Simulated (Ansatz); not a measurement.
Species: C₂HO, charge 0, doublet. C2HO (SMILES C#C[O], doublet).
B3LYP-D3(BJ)/def2-TZVP minimum from Ansatz (a first-principles code):
```
C
O 1 1.1710
C 1 1.2878 2 170.77
H 3 1.0711 1 137.10 2 180.00
```
Charge 0, spin multiplicity 2.

Total energies in aug-cc-pVDZ, 15 correlated electrons, 3 frozen orbitals. UHF or UKS for unpaired electrons; spin-orbit terms are left out. Correlated methods leave the cores frozen. No relativity. The UHF reference of C2HO (C#C[O], doublet) is spin-contaminated (<S^2> up to 0.07 over the pure value in the sets run).

```
method    program  energy (Eh)  minus CCSDT(Q) (mEh)
--------  -------  -----------  --------------------
HF         Ansatz   -151.10549                461.93
MP2        Ansatz   -151.52704                 40.37
CCSD       Ansatz   -151.54482                 22.60
CCSD(T)    Ansatz   -151.56428                  3.13
CCSDT(Q)   Ansatz   -151.56741                  0.00
```

Rough core times of Ansatz's runs on a shared machine: CCSD(T) 40 s, CCSDT(Q) 10 min.
